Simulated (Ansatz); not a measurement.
```yaml
crystal:
  periodic: [false, false, false]
  atoms:
    - {symbol: Ni, position_ang: [-0.385391, 0.151667, -1.168298]}
    - {symbol: S, position_ang: [-0.765992, -0.237765, 0.879335]}
    - {symbol: S, position_ang: [1.151383, 0.086108, 0.288963]}
basis:
  gaussian: {orbitals: def2-mTZVP, final_grid: {core_spheres: 20, valence_spheres: 16, degree: 47}}
hamiltonian: {xc: {name: wB97}}
accuracy: high
scf: {lower_state_search: full}
output: {forces: true}
```

```sh
$ ansatz run in.yaml --threads 4 --pin off --events-out ev --progress --plain --max-ram 3916MiB
```

Shortened log:

```
Functional definition: wB97
1457 factors; integrals over basis functions are off by at most 4.5e-9 eV
398 factors; integrals over basis functions are off by at most 1.9e-9 eV
mean field evaluation 1: about -62693.6401 eV, gradient 1.4e2 eV
mean field evaluation 2: about -62693.6406 eV, gradient 1.4e2 eV
mean field evaluation 4: about -62700.0768 eV, gradient 1.0e2 eV
mean field evaluation 8: about -62715.6935 eV, gradient 7.0e0 eV
mean field evaluation 16: about -62715.7431 eV, gradient 1.1e-2 eV
mean field evaluation 32: about -62716.0089 eV, gradient 3.0e0 eV
mean field evaluation 64: about -62678.6868 eV, gradient 9.4e1 eV
mean field evaluation 96: about -62708.3191 eV, gradient 2.6e1 eV
mean field evaluation 128: about -62715.7431 eV, gradient 6.5e-5 eV
mean field evaluation 160: about -62712.7317 eV, gradient 3.8e-1 eV
mean field -62716.91398773 eV, -2304.8040779981 hartree, gradient 2.8e-8 eV, S^2 0.000000; 8 other end points of the search recorded, 0 dependent functions left out
reference -62716.91398698 eV, -2304.8040779703 hartree; 30, 30 occupied and 47, 47 virtual orbitals, 1457 factors
Total energy: -62716.91398698 eV, -2304.8040779703 hartree
Atom 0 at    -0.385391     0.151667    -1.168298 Å, force     0.072871    -0.028497     0.219835 eV/Å
Atom 1 at    -0.765992    -0.237765     0.879335 Å, force     0.067859     0.031811    -0.141708 eV/Å
Atom 2 at     1.151383     0.086108     0.288963 Å, force    -0.140730    -0.003314    -0.078127 eV/Å
Dipole moment:    -0.332304     0.130770    -1.007352 e Å
```

Run time 9.5 s (4 threads of Arm Neoverse V1 on a shared host).

The restricted singlet is unstable towards broken spin symmetry at other levels; at RKS ωB97/def2-mTZVP this wasn't settled.
